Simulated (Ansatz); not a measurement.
Input file for Ansatz (a quantum-chemistry and plane-wave program): R-MP2/def2-TZVPPD on H3NO2SW (SMILES [NH2][W](=[O])([OH])=[S]), atoms moved off the minimum. Elements past Kr take the def2 small-core potentials; no spin–orbit coupling. Files ending in .json are basis or fitting sets from the Basis Set Exchange.

Ansatz 0.2 input:
```yaml
crystal:
  periodic: [false, false, false]
  atoms:
    - {symbol: W, position_ang: [-0.00681569, 0.16645483, 0.08427202]}
    - {symbol: O, position_ang: [1.07719994, 1.10599005, 0.90110638]}
    - {symbol: S, position_ang: [0.65266823, -1.89342225, -0.12730975]}
    - {symbol: O, position_ang: [-0.22053356, 0.96733884, -1.68832275]}
    - {symbol: H, position_ang: [-0.27272062, 0.46438391, -2.49051886]}
    - {symbol: N, position_ang: [-1.71777250, 0.19293501, 0.97907965]}
    - {symbol: H, position_ang: [-1.87045218, 0.80932782, 1.73159471]}
    - {symbol: H, position_ang: [-2.34839882, -0.57045386, 1.02182373]}
basis:
  gaussian:
    orbitals: def2-TZVPPD.json
magnetization: {spin_polarized: false}
correlation: {method: mp2, electrons: outside_noble_gas}
scf: {lower_state_search: off}
output: {forces: true}
```

The log:

```
WARN ansatz: RAYON_NUM_THREADS=8 ignored (pool sized by the plan → 8); use --threads N
Functional definition: HF
these checks for a lower state are left out or cut short: starts, cluster_reference, orbital_swaps, neighbouring_geometries, increment
integrals: 0.72 GiB planned
1697 factors; integrals over basis functions are off by at most 8.2e-4 eV
1.67 GiB of device memory are held for the factors and their scratch space
mean field: 1.19 GiB planned
mean field evaluation 1: about -18223.7219 eV, gradient 7.5e1 eV
mean field evaluation 2: about -18223.9904 eV, gradient 7.5e1 eV
mean field evaluation 4: about -18233.9718 eV, gradient 1.2e1 eV
mean field evaluation 8: about -18234.2831 eV, gradient 1.2e0 eV
mean field evaluation 16: about -18234.2877 eV, gradient 2.9e-6 eV
mean field -18234.28769811 eV, -670.0977132615 hartree, gradient 2.9e-6 eV, S^2 0.000000; 0 other end points of the search recorded, 0 dependent functions left out
12 core orbitals not correlated
reference -18234.28769811 eV, -670.0977132615 hartree; 16, 16 occupied and 250, 250 virtual orbitals, 1697 factors
densities: 0.22 GiB planned
second order -31.24945819 eV of doubles, -0.00000000 eV of singles
the calculation of the forces begins
1.67 GiB of device memory are held for the factors and their scratch space
Total energy: -18265.53715630 eV, -671.2461096683 hartree
Atom 0 at    -0.006816     0.166455     0.084272 Å, force    -3.018311    -2.667186    -4.613696 eV/Å
Atom 1 at     1.077200     1.105990     0.901106 Å, force     3.274286     2.693391     2.721383 eV/Å
Atom 2 at     0.652668    -1.893422    -0.127310 Å, force     0.090360     0.193933     0.197769 eV/Å
Atom 3 at    -0.220534     0.967339    -1.688323 Å, force     0.246188     0.200930     1.509853 eV/Å
Atom 4 at    -0.272721     0.464384    -2.490519 Å, force    -0.038282    -0.514452    -0.546994 eV/Å
Atom 5 at    -1.717772     0.192935     0.979080 Å, force     0.385827    -0.074055    -0.184076 eV/Å
Atom 6 at    -1.870452     0.809328     1.731595 Å, force    -0.341017     0.904518     0.974196 eV/Å
Atom 7 at    -2.348399    -0.570454     1.021824 Å, force    -0.599052    -0.737080    -0.058435 eV/Å
Dipole moment:    -0.619019     0.006456     0.070125 e Å
Checks for a lower state left out: starts, cluster_reference, orbital_swaps, neighbouring_geometries, increment
```

Self-consistency was reached.
